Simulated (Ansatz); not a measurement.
Geometry optimisation, RHF/def2-SVP (Ansatz).

input.yaml

```yaml
crystal:
  periodic: [false, false, false]
  atoms:
    - { symbol: Si, position_ang: [-0.789327, -0.580211, 0.111308] }
    - { symbol: S, position_ang: [0.180904, 0.726433, 1.516557] }
    - { symbol: F, position_ang: [0.312369, -1.540017, -0.520938] }
    - { symbol: F, position_ang: [-1.81871, -1.534616, 0.866735] }
    - { symbol: H, position_ang: [-1.520977, 0.171143, -0.89883] }
    - { symbol: H, position_ang: [1.248485, 1.630314, -0.749962] }
    - { symbol: Br, position_ang: [1.281772, 1.305557, -2.178762] }
    - { symbol: H, position_ang: [1.105385, -0.178604, 1.853992] }
basis:
  gaussian: { orbitals: def2-SVP }
hamiltonian:
  xc: hf
relax:
  f_tol: 0.03
  max_steps: 50
```

Launched with:

```bash
$ ansatz run input.yaml --threads 2 --pin off --max-ram 3072MiB --backend cpu --events-out ev --progress --plain --runs-dir out
```

Where does it end, and by what steps?

The run converged. After 9 steps the energy has fallen by 0.168 eV; Br7 moved furthest, 0.85 Å.

```json
{"step": "0", "energy less start (eV)": "0.0000", "largest force component (eV/Å)": "1.392", "accepted": "yes"}
{"step": "1", "energy less start (eV)": "-0.1134", "largest force component (eV/Å)": "0.262", "accepted": "yes"}
{"step": "2", "energy less start (eV)": "-0.1374", "largest force component (eV/Å)": "0.168", "accepted": "yes"}
{"step": "3", "energy less start (eV)": "-0.1476", "largest force component (eV/Å)": "0.127", "accepted": "yes"}
{"step": "4", "energy less start (eV)": "-0.1478", "largest force component (eV/Å)": "0.430", "accepted": "yes"}
{"step": "5", "energy less start (eV)": "-0.1618", "largest force component (eV/Å)": "0.272", "accepted": "yes"}
{"step": "6", "energy less start (eV)": "-0.1648", "largest force component (eV/Å)": "0.226", "accepted": "yes"}
{"step": "7", "energy less start (eV)": "-0.1671", "largest force component (eV/Å)": "0.137", "accepted": "yes"}
{"step": "8", "energy less start (eV)": "-0.1679", "largest force component (eV/Å)": "0.048", "accepted": "yes"}
{"step": "9", "energy less start (eV)": "-0.1681", "largest force component (eV/Å)": "0.017", "accepted": "yes"}
```

```xyz
8
Properties=species:S:1:pos:R:3
Si -0.926 -0.749 0.219
S 0.149 0.686 1.354
F 0.083 -1.735 -0.522
F -1.795 -1.684 1.175
H -1.787 -0.074 -0.743
H 1.732 1.765 -1.077
Br 1.686 1.991 -2.468
H 0.858 -0.200 2.063
```

Whether the end is a true minimum wasn't checked by a vibrational analysis.

Time of the run: 11 s on 2 threads of Intel(R) Xeon(R) 6975P-C (Granite Rapids), with other jobs on the host, peak memory 0.28 GiB.
